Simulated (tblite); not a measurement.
Compound: C₂H₉FO₂Si₃.
SMILES with atom numbers: `[F:1][Si@@H:2]1[O:3][SiH2:4][C@H:5]([CH2:6][SiH3:7])[O:8]1` (hydrogens: H9 on Si2; H10, H11 on Si4; H12 on C5; H13, H14 on C6; H15, H16, H17 on Si7)

Computed geometry: GFN2-xTB, gas phase.

Problem. What internal coordinates does the optimisation give?

Solution. 
| bond | length (Å) |
| --- | --- |
| F1–Si2 | 1.598 |
| Si2–O3 | 1.632 |
| O3–Si4 | 1.632 |
| Si4–C5 | 1.931 |
| C5–C6 | 1.522 |
| C6–Si7 | 1.908 |
| C5–O8 | 1.437 |
| Si2–O8 | 1.609 |
| Si2–H9 | 1.437 |
| Si4–H10 | 1.455 |
| Si4–H11 | 1.456 |
| C5–H12 | 1.097 |
| C6–H13 | 1.090 |
| C6–H14 | 1.091 |
| Si7–H15, Si7–H16 | 1.461 |
| Si7–H17 | 1.470 |

Bonds in one row agree within 0.01 Å and their mean is given. A selection of angles:
| angle | degrees |
| --- | --- |
| F1–Si2–O3 | 108.0 |
| F1–Si2–O8 | 110.5 |
| O3–Si2–O8 | 102.6 |
| Si2–O3–Si4 | 116.2 |
| O3–Si4–C5 | 96.7 |
| Si4–C5–C6 | 116.1 |
| Si4–C5–O8 | 105.9 |
| C6–C5–O8 | 107.6 |
| C5–C6–Si7 | 109.4 |
| Si2–O8–C5 | 118.5 |

Torsions: F1–Si2–O3–Si4 -118° (anticlinal); Si2–O3–Si4–C5 1° (synperiplanar); O3–Si4–C5–C6 119° (anticlinal); Si4–C5–C6–Si7 -159° (antiperiplanar); Si4–C5–O8–Si2 -1° (synperiplanar); F1–Si2–O8–C5 117° (anticlinal).

Of the pairs four or more bonds apart, Si2···Si7 is among the closest relative to their van der Waals radii: 4.31 Å, 103 % of the sum of Bondi's values. The C–Si distances run from 1.908 Å (C6–Si7, drawn single) to 1.931 Å (Si4–C5, drawn single), a spread of 0.023 Å. Si7 (SiH3 silicon) is tetrahedral (angles from 106.6° to 111.8°). The 5-membered ring Si2–O3–Si4–C5–O8 has internal angles of 96.7° to 118.5° (sum 540°, against 540° for a flat polygon); it is planar, 0.01 Å rms from its mean plane, widest ring torsion 2°. Si2 (fluorine-bound silicon) is distorted tetrahedral (angles from 102.6° to 114.6°). Si4 (oxygen-bound silicon) has angles from 96.7° to 117.5°. The O–Si distances run from 1.609 Å (Si2–O8, drawn single) to 1.632 Å (O3–Si4, drawn single), a spread of 0.023 Å.

Point group: C1 (no symmetry element, even within 0.4 Å). Its GFN2-xTB frequencies are all real (lowest 36 cm⁻¹). The numbers are those of one conformer. 3 starts were optimised and ended at 0.00, 0.44 and 1.19 kcal/mol (GFN2-xTB); the lowest of these is shown.

Time: 1.2 s. Hardware: one thread, Arm Neoverse N1 (aarch64), on a shared host. That covers the optimisation of the geometry.
